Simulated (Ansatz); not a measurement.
A thermochemical cycle in electronic energies (no zero-point or thermal terms), species as SMILES, kcal/mol. Structures are relaxed separately at B3LYP-D3(BJ)/def2-TZVP in Ansatz (a first-principles code), one conformer each, not searched for the lowest. Cores are frozen in the correlated levels unless marked. UHF or UKS for open shells. Spin-orbit coupling is left out. No relativistic terms. CBS marks a two-point X^-3 extrapolation of the correlation energy; Hartree-Fock from the larger set. Anions need diffuse functions, of which def2-TZVPD holds fewer than the aug- sets.

```json
[
 {"step": "electron affinity EA, positive where the anion is bound: CC[SiH2] + e- → CC[SiH2-]", "CCSD(T)/CBS(aug-cc-pV(T+d)Z,aug-cc-pV(Q+d)Z) (Ansatz)": "26.8", "wB97X-V/def2-TZVPD (Ansatz)": "24.7"},
 {"step": "deprotonation energy A: CC[SiH3] -> CC[SiH2-] + H+", "CCSD(T)/CBS(aug-cc-pV(T+d)Z,aug-cc-pV(Q+d)Z) (Ansatz)": "384.2", "wB97X-V/def2-TZVPD (Ansatz)": "386.8"},
 {"step": "ionisation of the H atom at the same level, IE", "CCSD(T)/CBS(aug-cc-pV(T+d)Z,aug-cc-pV(Q+d)Z) (Ansatz)": "313.7", "wB97X-V/def2-TZVPD (Ansatz)": "314.1"}
]
```

### Question
Find the bond energy D: CC[SiH3] [ethylsilane] → CC[SiH2] + H atom.

### Answer
Breaking the bond, ionising the H atom and attaching the electron to the radical add up to the deprotonation, A = D + IE - EA. At CCSD(T)/CBS(aug-cc-pV(T+d)Z,aug-cc-pV(Q+d)Z): D = A - IE + EA = 384.2 - 313.7 + 26.8 = 97.3. At wB97X-V/def2-TZVPD: D = A - IE + EA = 386.8 - 314.1 + 24.7 = 97.4. The functional differs from the first level by +0.1 in D, -2.1 in EA and +2.6 in A; for EA and A the gap mixes functional and basis. The site is the one shown; other sites or isomers of the anion may lie lower.
